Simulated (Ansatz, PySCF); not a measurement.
Gas-phase reaction in SMILES: C/C=C\C(C)C → C[CH]/C=C\C + [CH3] (CH3) (the C-C bond at the site shown breaks; other sites are not compared here)
Structures are relaxed separately at B3LYP-D3(BJ)/def2-TZVP in Ansatz (a quantum-chemistry and plane-wave program), one conformer each, not searched for the lowest. Frequencies are from Ansatz or PySCF. Markedly spin-contaminated UHF reference, which strains HF, MP2 and, less, CCSD(T): C[CH]/C=C\C.

Wanted: bond dissociation energy (enthalpy at 298 K, with B3LYP-D3(BJ) rigid-rotor harmonic-oscillator terms), in eV. Valence correlation only, unless marked. UHF or UKS for open shells. No spin-orbit coupling. Non-relativistic. Basis-set limits of correlation are two-point, X^-3; Hartree-Fock from the larger set.

```csv
level,program,bond dissociation energy (eV)
BLYP-D4/def2-TZVPD,Ansatz + dftd4,2.80
PBE0-D3(BJ)/def2-TZVP,Ansatz + dftd3,3.00
PBE0/def2-TZVP,Ansatz,2.91
HSE06-D3(BJ)/def2-TZVPD,Ansatz + dftd3,2.98
B2PLYP-D3(BJ)/def2-TZVPD,Ansatz + dftd3,3.03
CCSD(T)/cc-pVDZ,Ansatz,3.11
"CCSD(T)/CBS(cc-pVTZ,cc-pVQZ)",Ansatz,3.20
```
